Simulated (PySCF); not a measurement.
# The second ionisation energy along the second row

Calculated with PySCF 2.14 from differences of total energies of unrestricted determinants, without spin-orbit coupling. Values in eV. The last column holds reference values (NIST; (s) semi-empirical, (t) theoretical, else measured). Unmarked ones compare directly (S terms, centres of terms, or small fine structure); those marked * lie between the lowest fine-structure levels and include a spin-orbit shift.

| element | configurations | MP2 (valence) | SCS-MP2 (valence) | MP2 (valence and next inner shell) | CCSD (valence and next inner shell) | PBE | PBE0 | reference |
| --- | --- | --- | --- | --- | --- | --- | --- | --- |
| Be (x2c-TZVPPall, spin-free X2C) | [He] 2s1 → 1s2 | n/a | n/a | 18.158 | 18.161 | 18.481 | 18.446 | 18.211 |
| B (x2c-TZVPPall, spin-free X2C) | [He] 2s2 → [He] 2s1 | 24.412 | 24.604 | 24.424 | 25.053 | 24.606 | 24.563 | 25.155 |
| C (x2c-TZVPPall, spin-free X2C) | [He] 2s2 2p1 → [He] 2s2 | 24.369 | 24.331 | 24.382 | 24.224 | 24.849 | 24.831 | 24.378 |
| N (x2c-TZVPPall, spin-free X2C) | [He] 2s2 2p2 → [He] 2s2 2p1 | 29.611 | 29.478 | 29.626 | 29.478 | 29.894 | 29.906 | 29.601 (s) * |
| O (x2c-TZVPPall, spin-free X2C) | [He] 2s2 2p3 → [He] 2s2 2p2 | 35.191 | 34.939 | 35.205 | 35.031 | 35.271 | 35.306 | 35.121 * |
| F (x2c-TZVPPall, spin-free X2C) | [He] 2s2 2p4 → [He] 2s2 2p3 | 34.586 | 34.679 | 34.597 | 34.636 | 35.408 | 35.243 | 34.950 |
| Ne (x2c-TZVPPall, spin-free X2C) | [He] 2s2 2p5 → [He] 2s2 2p4 | 40.710 | 40.697 | 40.721 | 40.654 | 41.124 | 40.992 | 40.963 * |

```json
{"method": "MP2 (valence)", "elements": "3", "mean error (eV)": "-0.372", "mean absolute error (eV)": "0.372", "largest error (eV)": "-0.743"}
{"method": "SCS-MP2 (valence)", "elements": "3", "mean error (eV)": "-0.289", "mean absolute error (eV)": "0.289", "largest error (eV)": "-0.550"}
{"method": "MP2 (valence and next inner shell)", "elements": "4", "mean error (eV)": "-0.283", "mean absolute error (eV)": "0.285", "largest error (eV)": "-0.731"}
{"method": "CCSD (valence and next inner shell)", "elements": "4", "mean error (eV)": "-0.155", "mean absolute error (eV)": "0.155", "largest error (eV)": "-0.314"}
{"method": "PBE", "elements": "4", "mean error (eV)": "0.163", "mean absolute error (eV)": "0.437", "largest error (eV)": "-0.548"}
{"method": "PBE0", "elements": "4", "mean error (eV)": "0.097", "mean absolute error (eV)": "0.393", "largest error (eV)": "-0.592"}
```

Errors include the incompleteness of the basis and the frozen core.

"Valence" correlates the outer s and p shells and, in groups 3 to 12 and the f block, the outer d or f shell, open or full, or the next shell where the ion has no valence electron left; the wider scheme adds the next inner shell.
